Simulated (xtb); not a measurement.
C₅H₅Cl, SMILES ClC1=CC=CC1. All values are semi-empirical tight-binding results from xtb (GFN2-xTB unless named), good for trends rather than for accurate numbers. The structure is a stationary point at GFN2-xTB. The values are those of a single conformer.

Optimised geometry:

```xyz
11

Cl    -0.0041    -1.9931     0.0000
C     -0.0686    -0.2833     0.0000
C     -1.1620     0.4946     0.0000
C     -0.7331     1.8764     0.0000
C      0.6055     1.9361     0.0000
C      1.1702     0.5536     0.0000
H     -2.1859     0.1718     0.0000
H     -1.4149     2.7070     0.0000
H      1.2206     2.8162     0.0000
H      1.7892     0.3618     0.8781
H      1.7892     0.3618    -0.8781
```
Charge 0, spin multiplicity 1.

| Quantity | Result |
|---|---|
| point group as xtb finds it | Cs |
| orbital gap | 3.49 eV |
| dipole moment | 1.48 D |
| zero-point energy | 51.1 kcal/mol |
| G − E(el) at 298.15 K (modified RRHO) | 32.9 kcal/mol |
| static polarisability (D4 model) | 68.8 bohr³ |
| solvation energy, GFN2-xTB/ALPB(water) | -1.9 kcal/mol |
| solvation energy, GFN2-xTB/ALPB(benzene) | -4.8 kcal/mol |

Q: Give the atomic charges and the Wiberg bond orders between heavy atoms. (The exact figures need the calculation; the answer reports its results.)

A: charges (e) Cl1 -0.17, C2 0.09, C3 -0.05, C4 -0.04, C5 -0.05, C6 -0.07, H7 0.05, H8 0.04, H9 0.04, H10 0.08, H11 0.08. Bond orders Cl1–C2 0.99, C2–C3 1.73, C3–C4 1.14, C4–C5 1.80, C2–C6 1.03, C5–C6 1.04.
